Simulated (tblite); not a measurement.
Method: GFN2-xTB as coded in tblite; computed harmonic values from a numerical Hessian at the method's own geometry, unscaled. This tight-binding method is rough: wavenumbers can miss measured ones by several per cent, in bad cases by 10 to 20. Modes of hydrogen on silicon and sulfur can be 10 to 20 % off. One conformer each. Open shells enter through the occupations alone, without spin polarisation, and single modes of such species can be off by tens of per cent. Thermal functions are those of the rigid rotor and harmonic oscillator, without mixing of conformers.

Question: Order these by their zero-point energy, highest first (kJ/mol).
A. `[N]=CC(Cl)Cl` [radical]
B. `C=C/C=C/C=C/[N+](C)(C)C`
C. `C[C@@H]([NH2+])C1CCC1` [radical]
D. `[CH]=C1CC(S)C1` [radical]
E. `[SiH3]N[C]1C=CC=C1` [radical]

Answer: B (597.3), C (466.5), E (287.0), D (257.2), A (91.8).

```
                 SMILES  atoms  mass (u)  symmetry number  modes under 300 cm⁻¹  ZPE (kJ/mol)  S translation (J/(mol K))  S rotation  S vibration  S spin      S     Cp
C=C/C=C/C=C/[N+](C)(C)C     26    138.13                1                    11         597.3                      181.1       133.8        270.8     0.0  585.6  305.5
  C[C@@H]([NH2+])C1CCC1     20     99.10                1                     5         466.5                      176.9       122.0        167.8     5.8  472.5  228.9
     [SiH3]N[C]1C=CC=C1     15    110.04                1                     4         287.0                      178.2       123.3        144.3     5.8  451.6  200.2
         [CH]=C1CC(S)C1     13     99.03                1                     3         257.2                      176.9       119.8        117.2     5.8  419.7  166.6
           [N]=CC(Cl)Cl      7    109.96                1                     3          91.8                      178.2       121.2         79.8     5.8  385.0  107.6
```

Entropies and Cp are for 500 K and 1 bar.
